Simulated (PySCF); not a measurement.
## [BiI2]+ at several levels of theory

Computed with PySCF 2.14.0 (density fitting, no spin-orbit coupling) at the geometry relaxed with r2SCAN:

```xyz
3
[BiI2]+ (singlet)
Bi    0.0000    0.0000   -0.9831
I     2.1576    0.0000    0.6950
I    -2.1576    0.0000    0.6950
```

```csv
level,basis,state,HOMO (eV),gap (eV),charge on Bi1 (e),dipole about the centre of mass (D),largest force component (eV/Å)
r2SCAN,"Bi def2-SVP with ECP60, I def2-SVP with ECP28",singlet,-11.75,1.70,0.77,2.19,0.08
wB97X,the same,singlet,-14.59,6.79,0.84,2.70,0.34
TPSSh,the same,singlet,-11.95,2.18,0.77,2.23,0.07
revPBE,the same,singlet,-11.37,1.52,0.72,1.98,0.44
r2SCAN,"Bi def2-TZVP with ECP60, I def2-TZVP with ECP28",singlet,-11.68,1.76,0.86,1.97,0.27
r2SCAN,"Bi x2c-SVPall, I x2c-SVPall",singlet,-11.73,1.69,0.84,2.08,0.68
```

Charges are Mulliken's, which hang on the basis. The relaxation used the grid (50, 194), these runs (75, 302) or, all-electron (x2c bases, spin-free X2C Hamiltonian), (99, 590).

(1) What does M06-L with Bi def2-SVP with ECP60, I def2-SVP with ECP28 give here?

No frequency check is given that shows the relaxed geometry to be a minimum.

Answers

(1) state singlet, HOMO (eV) -11.43, gap (eV) 1.72, charge on Bi1 (e) 0.79, dipole about the centre of mass (D) 2.16, largest force component (eV/Å) 0.50. Time: 3.2 s on 2 threads of Intel(R) Xeon(R) 6975P-C (Granite Rapids) (shared host), from an already converged density.
